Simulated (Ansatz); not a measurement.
`[CH3][Cd][SH]`. Total charge 0; spin multiplicity 1. Cd: def2 effective core potential.

```tsv
atom	x (Å)	y (Å)	z (Å)
C1	0.7736	0.0772	-1.2126
Cd2	-0.2163	0.1759	0.6421
S3	-1.3033	0.3130	2.7228
H4	0.5839	0.9855	-1.7853
H5	0.4116	-0.7814	-1.7794
H6	1.8476	-0.0289	-1.0564
H7	-2.0971	-0.7414	2.4689
```

Task: What are the harmonic wavenumbers in cm⁻¹ at PBE0-D4/def2-TZVP (Ansatz, finite differences of forces, unscaled)? (An estimate is asked.)

Result: Ansatz gave: 4, 106, 108, 336, 518, 610, 707, 710, 1181, 1450, 1451, 2705, 3064, 3158, 3160.
